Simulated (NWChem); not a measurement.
System: CdNH3; SMILES [NH2][CdH]

NWChem input:

```
start job
memory heap 200 mb stack 900 mb global 1100 mb
geometry units angstroms
  Cd    -0.001222    -0.217766     0.307048
  H     -0.002285    -1.842772     0.617530
  N     -0.000514     1.775458     0.082286
  H     -0.817643     2.193265    -0.357382
  H      0.818669     2.193141    -0.353633
end
basis spherical
  * library sto-3g
end
dft
  xc hfexch
  iterations 150
end
driver
  maxiter 120
end
task dft optimize
task dft freq
```

The level has its own optimisation; frequencies are unscaled.

### Question
Predict the main results of this run. (Hartree-Fock/STO-3G, non-relativistic.) Quantities: r Cd–H (Å); r Cd–N (Å); r H–N (Å); highest harmonic frequency (cm⁻¹); lowest (cm⁻¹); zero-point energy (kcal/mol); dipole (D).

### Answer
```
Item                               Result
---------------------------------  ------
r Cd–H (Å)                          1.546
r Cd–N (Å)                          1.854
r H–N (Å)                           1.019
highest harmonic frequency (cm⁻¹)    4142
lowest (cm⁻¹)                          56
zero-point energy (kcal/mol)         21.6
dipole (D)                           0.32
```
